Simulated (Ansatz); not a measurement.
`C#[C][AlH][NH2]` + `BS` → `B[S][AlH][NH2]` + `C#C` at 500 K and 1 bar (ligand exchange at the Al–C bond).

Computed with Ansatz on PBE0-D4/def2-TZVP structures; ΔE is electronic, products minus reactants. CCSD(T)/CBS adds triple-zeta CCSD(T) − MP2 to the extrapolated MP2 energy (def2 sets, frozen cores). This one scheme is used for every species. One conformer a species, not always the lowest.

```
          species  CCSD(T)/CBS energy (Eh)  H − E (kJ/mol)  S (J/(mol·K))
`C#[C][AlH][NH2]`               -375.21570           175.3          369.0
             `BS`               -424.38198           102.0          273.9
 `B[S][AlH][NH2]`               -722.38424           191.9          403.1
            `C#C`                -77.22717            90.7          225.3
```

H − E and S are ideal-gas, rigid-rotor, harmonic terms from PBE0-D4/def2-TZVP, for one conformer and one mirror image of each species. 1 Eh = 2625.50 kJ/mol, R = 8.31446 J/(mol·K).

Question: By hand: ΔE, ΔH, ΔS and ΔG.

Answer: ΔE = (-722.38424) + (-77.22717) − (-375.21570) − (-424.38198) = -0.01373 Eh = -36.0 kJ/mol. Δ(H − E) = 191.9 + 90.7 − 175.3 − 102.0 = 5.3, so ΔH = -30.7 kJ/mol. ΔS = 403.1 + 225.3 − 369.0 − 273.9 = -14.5 J/(mol·K). ΔG = -30.7 − 500 × (-14.5)/1000 = -23.4 kJ/mol.

Question: By hand: the equilibrium constant, and the temperature at which ΔG would vanish if ΔH and ΔS stayed fixed.

Answer: log₁₀ K = −ΔG/(RT ln 10) = 2.4. ΔG = 0 at ΔH/ΔS = 2117 K, though so small a ΔS makes that figure unsure.

The number of gas molecules stays the same, so ΔS is small and ΔH decides. A doubt of 5 kJ/mol in ΔE shifts log₁₀ K by 0.5 here. Other conformers and mirror images would add mixing entropy, several J/(mol·K) or more a flexible species. Modes under 60 cm⁻¹, often nearly free rotors, make the harmonic entropy too high. These are equilibria of isolated gas molecules and say nothing of rates. Largest T1 diagnostic: 0.015 (customary marks: 0.02 for closed shells, 0.045 for open ones).
